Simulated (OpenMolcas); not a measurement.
Pd2+ among 6 point charges of -1.7 e arranged as an octahedron (Oh). The active orbitals were held to one l.

| Property | Result |
| --- | --- |
| Program | OpenMolcas 26.06 |
| Method | CASSCF |
| Basis | ANO-RCC-VTZP [7s6p4d2f1g] |
| Scalar Hamiltonian | DKH2, point nucleus |
| Active space | 8 electrons in 5 orbitals (4d) |
| State averaging | 2S+1 = 3 even, 10 roots; 2S+1 = 1 even, 15 roots |
| Spin-orbit coupling | RASSI with atomic mean-field integrals over the reference wave functions |

All point charges move together. At R = 1.78 Å the first state of the same spin is 13218 cm-1, and at R = 1.89 Å it is 10013 cm-1.

Q: A third run gives 7665 cm-1. What distance was it run at?

A: With a power law R^-n the two known points give n = -ln(10013 / 13218) / ln(1.89 / 1.78) = 4.63. Then R = 1.78 × (13218 / 7665)^(1/4.63) = 2.002 Å. The run was at 2 Å, so the estimate is off by +0.002 Å.

Without dynamic correlation the repulsion within the d shell is too large (B by tens of per cent), so at a given field states of lower spin stand too high. Real 4d8 and 5d8 ions are as a rule square planar and diamagnetic. This is an electrostatic model: the charges have no orbitals. No measured value stands beside these numbers.
